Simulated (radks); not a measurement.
The numbers below are computed, except where a source is named.
Excited configurations of Au I: one electron is placed in a higher orbital outside [Xe] 4f14 5d10. The ground configuration is [Xe] 4f14 5d10 6s1. Level of theory: Dirac Kohn-Sham, PBE, spin-unpolarised, spherical densities, point nucleus; open shells fill j = l - 1/2 first (a radial shooting solver on a logarithmic mesh with Libxc functionals). Excitation = E - E(ground); binding = E(ion) - E, where the ion is the core of charge +1; n* = 1/sqrt(2 binding) in atomic units, and the quantum defect is n - n*.

| outer orbital | excitation (eV) | binding (eV) | n* | quantum defect |
|---|---|---|---|---|
| 6p1/2 | 4.786 | 4.641 | 1.712 | 4.288 |
| 6d3/2 | 7.852 | 1.575 | 2.939 | 3.061 |
| 6f5/2 | 8.800 | 0.627 | 4.658 | 1.342 |
| 7s1/2 | 6.804 | 2.623 | 2.278 | 4.722 |
| 7p1/2 | 7.554 | 1.873 | 2.695 | 4.305 |
| 7d3/2 | 8.442 | 0.985 | 3.717 | 3.283 |
| 7f5/2 | 8.974 | 0.453 | 5.482 | 1.518 |

The Delta-SCF ionisation energy is 9.427 eV (NIST Atomic Spectra Database: 9.226 eV, measured). Self-interaction in the functional shifts the binding energies and quantum defects, so they are the method's values and not measured ones. Spin polarisation and multiplet splitting are left out, so open shells lie too high by an amount that depends on their filling.

Beside tabulated values, note that spin-unpolarised runs miss the spin-polarisation part of the exchange energy of open shells.
